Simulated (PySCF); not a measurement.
Can point charges reproduce the dipole moment of `CCO[C@@H]1[SiH2]O[SiH2]C1=O`?

Coordinates (GFN2-xTB, Å) and charges (e) from the PBE0/pcSseg-1 density (PySCF):

```json
{"atom": "C1", "x": "2.663", "y": "-0.395", "z": "-0.744", "Mulliken": "-0.2731", "IAO": "-0.4232", "Hirshfeld": "-0.1196", "ESP-fitted": "-0.4905"}
{"atom": "C2", "x": "1.666", "y": "0.367", "z": "0.111", "Mulliken": "+0.0052", "IAO": "-0.0404", "Hirshfeld": "+0.0078", "ESP-fitted": "+0.3200"}
{"atom": "O3", "x": "0.524", "y": "-0.447", "z": "0.310", "Mulliken": "-0.5252", "IAO": "-0.3953", "Hirshfeld": "-0.1156", "ESP-fitted": "-0.3544"}
{"atom": "C4", "x": "-0.482", "y": "0.165", "z": "1.098", "Mulliken": "-0.2255", "IAO": "-0.2581", "Hirshfeld": "-0.0684", "ESP-fitted": "-0.1856"}
{"atom": "Si5", "x": "-1.809", "y": "-1.225", "z": "1.026", "Mulliken": "+0.9427", "IAO": "+1.0374", "Hirshfeld": "+0.4142", "ESP-fitted": "+0.6156"}
{"atom": "O6", "x": "-2.358", "y": "-0.900", "z": "-0.480", "Mulliken": "-0.7391", "IAO": "-0.8958", "Hirshfeld": "-0.3170", "ESP-fitted": "-0.4745"}
{"atom": "Si7", "x": "-1.850", "y": "0.456", "z": "-1.272", "Mulliken": "+0.8462", "IAO": "+0.9374", "Hirshfeld": "+0.3963", "ESP-fitted": "+0.4794"}
{"atom": "C8", "x": "-1.135", "y": "1.275", "z": "0.320", "Mulliken": "-0.0070", "IAO": "+0.1013", "Hirshfeld": "+0.0592", "ESP-fitted": "+0.3844"}
{"atom": "O9", "x": "-1.356", "y": "2.380", "z": "0.760", "Mulliken": "-0.3280", "IAO": "-0.3771", "Hirshfeld": "-0.2247", "ESP-fitted": "-0.4551"}
{"atom": "H10", "x": "2.953", "y": "-1.315", "z": "-0.243", "Mulliken": "+0.1228", "IAO": "+0.1511", "Hirshfeld": "+0.0450", "ESP-fitted": "+0.1395"}
{"atom": "H11", "x": "2.214", "y": "-0.649", "z": "-1.700", "Mulliken": "+0.1245", "IAO": "+0.1502", "Hirshfeld": "+0.0435", "ESP-fitted": "+0.1345"}
{"atom": "H12", "x": "3.547", "y": "0.214", "z": "-0.912", "Mulliken": "+0.1172", "IAO": "+0.1491", "Hirshfeld": "+0.0498", "ESP-fitted": "+0.1309"}
{"atom": "H13", "x": "1.375", "y": "1.308", "z": "-0.379", "Mulliken": "+0.1100", "IAO": "+0.1173", "Hirshfeld": "+0.0315", "ESP-fitted": "-0.0024"}
{"atom": "H14", "x": "2.109", "y": "0.617", "z": "1.088", "Mulliken": "+0.1066", "IAO": "+0.1232", "Hirshfeld": "+0.0376", "ESP-fitted": "+0.0218"}
{"atom": "H15", "x": "-0.092", "y": "0.491", "z": "2.068", "Mulliken": "+0.1284", "IAO": "+0.1409", "Hirshfeld": "+0.0377", "ESP-fitted": "+0.1008"}
{"atom": "H16", "x": "-1.154", "y": "-2.518", "z": "0.988", "Mulliken": "-0.1041", "IAO": "-0.1227", "Hirshfeld": "-0.0666", "ESP-fitted": "-0.0942"}
{"atom": "H17", "x": "-2.906", "y": "-1.015", "z": "1.962", "Mulliken": "-0.1044", "IAO": "-0.1424", "Hirshfeld": "-0.0723", "ESP-fitted": "-0.1071"}
{"atom": "H18", "x": "-0.861", "y": "0.082", "z": "-2.270", "Mulliken": "-0.1020", "IAO": "-0.1301", "Hirshfeld": "-0.0707", "ESP-fitted": "-0.0755"}
{"atom": "H19", "x": "-3.056", "y": "1.118", "z": "-1.738", "Mulliken": "-0.0953", "IAO": "-0.1227", "Hirshfeld": "-0.0677", "ESP-fitted": "-0.0876"}
```

Problem. What dipole does each set of charges give (1 e·Å = 4.803 D), and what does the density give?

Solution. The full density gives (1.84, -1.00, -0.08) D, 2.09 D in size; dipole vectors point from the negative to the positive end.

```csv
scheme,μx,μy,μz,size (D),share of the full size (%),angle to the full dipole (°)
Mulliken,1.25,-1.33,-0.63,1.93,92,25
IAO,1.82,-0.86,0.06,2.01,96,5
Hirshfeld,1.20,-1.17,-0.25,1.69,81,17
ESP-fitted,1.87,-0.98,-0.07,2.11,101,1
```

Problem. Which set comes closest?

Solution. Length of the difference vector: ESP-fitted 0.04 D, IAO 0.20 D, Hirshfeld 0.69 D, Mulliken 0.87 D. Closest: ESP-fitted. The schemes that divide the density aren't constrained to reproduce the dipole.

Problem. What is left for the Hirshfeld atoms' own dipoles?

Solution. The Hirshfeld atoms' densities add up to the full density, so μ = Σ q r + Σ (atomic dipoles). The atomic dipoles sum to (1.84, -1.00, -0.08) − (1.20, -1.17, -0.25) = (0.64, 0.17, 0.17) D, 0.69 D in size.

Problem. With the origin at the mean of the coordinates, (-0.001, 0.000, 0.000) Å, which are the largest single terms, by size, of the Mulliken dipole along the direction of the full one?

Solution. Si7 -7.29, O6 +5.77, Si5 -4.74, O9 +3.71, C1 -3.36 D; all 19 atoms together +1.76 D. The single terms depend on the origin, their sum doesn't.

Problem. Give the size of the full dipole in other units.

Solution. 2.09 D = 0.824 au = 0.436 e·Å = 6.99 × 10⁻³⁰ C·m.

One conformer (not necessarily the lowest) at the GFN2-xTB geometry, without solvent, vibrations or thermal averaging.
